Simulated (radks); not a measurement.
Results of a calculation; reference values are marked as such.
Ionisation of the phosphorus ion P3+, [Ne] 3s2, to P4+, [Ne] 3s1, under several functionals. Scalar-relativistic Kohn-Sham, spin-polarised, spherical densities, finite nucleus; open shells are filled with parallel spins first; a radial shooting solver on a logarithmic mesh with Libxc functionals.

| functional | E(P3+) (hartree) | Exc (hartree) | IE (eV) | -e(HOMO) (eV) | <r> HOMO (bohr) | IE error (eV) |
|---|---|---|---|---|---|---|
| TASK exchange with Perdew-Wang LDA correlation | -339.76208 | -22.04330 | 49.589 | 45.853 | 1.701 | -1.855 |
| revPBE | -339.84737 | -22.13250 | 51.272 | 45.554 | 1.673 | -0.172 |
| BP86 | -339.93207 | -22.21953 | 51.458 | 45.770 | 1.668 | +0.014 |
| BLYP | -339.93508 | -22.21998 | 51.500 | 45.585 | 1.669 | +0.056 |
| exchange-only PBE | -339.30718 | -21.57937 | 50.476 | 44.676 | 1.676 | -0.968 |
| r2SCAN | -339.87020 | -22.16022 | 50.750 | 45.820 | 1.680 | -0.694 |
| LDA (Slater exchange, Perdew-Wang correlation) | -338.62197 | -20.86532 | 51.539 | 45.743 | 1.667 | +0.095 |
| PW91 | -339.88737 | -22.17364 | 51.486 | 45.704 | 1.669 | +0.042 |
| PBE | -339.74780 | -22.02904 | 51.403 | 45.613 | 1.670 | -0.041 |

NIST Atomic Spectra Database: 51.444 eV (measured). Closest: BP86. The Delta-SCF values span 1.95 eV, the total energies 1.31 hartree. The highest occupied level is 3s.
